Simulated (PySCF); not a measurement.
# How the method moves the HOMO and LUMO of `COCOBN`

Compound: C2H8BNO2.
Structure used (PBE0-D3(BJ)/def2-SVP), in Å, numbered top down from 1:
```xyz
14
C2H8BNO2 angstrom
C     -2.317    0.137   -0.646
O     -1.534    1.275   -0.409
C     -0.191    1.018   -0.296
O      0.070    0.228    0.826
B      1.329   -0.185    1.164
N      2.478    0.147    0.428
H     -2.279   -0.570    0.199
H     -1.991   -0.394   -1.562
H     -3.353    0.474   -0.785
H      0.307    2.000   -0.206
H      0.189    0.499   -1.207
H      1.431   -0.871    2.154
H      3.391   -0.178    0.712
H      2.495    0.715   -0.408
```

Basis pcSseg-1 throughout (PySCF), one geometry. One conformer (not necessarily the lowest) at the PBE0-D3(BJ)/def2-SVP geometry, without solvent, vibrations or thermal averaging.

How do the orbital energies, the gap and the dipole change with the method?

```csv
method,kind,HOMO (eV),LUMO (eV),gap (eV),μ (D),SCF cycles
BLYP,GGA,-6.09,0.32,6.41,2.59,15
OPBE,GGA,-6.17,0.51,6.68,2.60,16
PBE,GGA,-6.19,0.34,6.53,2.60,15
B97-D,GGA,-6.24,0.48,6.72,2.59,15
BP86,GGA,-6.31,0.34,6.65,2.60,15
LDA,LDA,-6.31,0.12,6.43,2.69,15
KT2,GGA,-6.36,0.28,6.65,2.54,16
KT3,GGA,-6.38,0.17,6.55,2.52,16
B97-2,global hybrid,-7.52,1.24,8.76,2.66,14
B3LYP,global hybrid,-7.53,0.87,8.40,2.66,14
PBE0,global hybrid,-7.78,1.23,9.02,2.68,14
mPW1PW91,global hybrid,-7.83,1.22,9.05,2.69,14
CAM-B3LYP,range-separated hybrid,-9.23,2.06,11.28,2.71,13
BHandHLYP,global hybrid,-9.26,1.91,11.16,2.73,13
wB97X-D,range-separated hybrid,-9.73,3.09,12.82,2.69,14
LC-wPBE,range-separated hybrid,-10.57,3.47,14.05,2.73,13
HF,Hartree–Fock,-11.53,4.14,15.68,2.79,10
```

The HOMO spans 5.44 eV, from BLYP down to HF, and the gap runs from 6.41 eV (BLYP) to 15.68 eV (HF). Over the methods BLYP (0 %), OPBE (0 %), PBE (0 %), B97-D (0 %), BP86 (0 %), LDA (0 %), KT2 (0 %), KT3 (0 %), B97-2 (21 %), B3LYP (20 %), PBE0 (25 %), mPW1PW91 (25 %), BHandHLYP (50 %), HF (100 %), a straight line through the gap against the share of exact exchange rises by 0.91 eV for each 10 % (correlation coefficient 0.999). The dipole ranges from 2.52 D (KT3) to 2.79 D (HF). This basis has no diffuse functions.
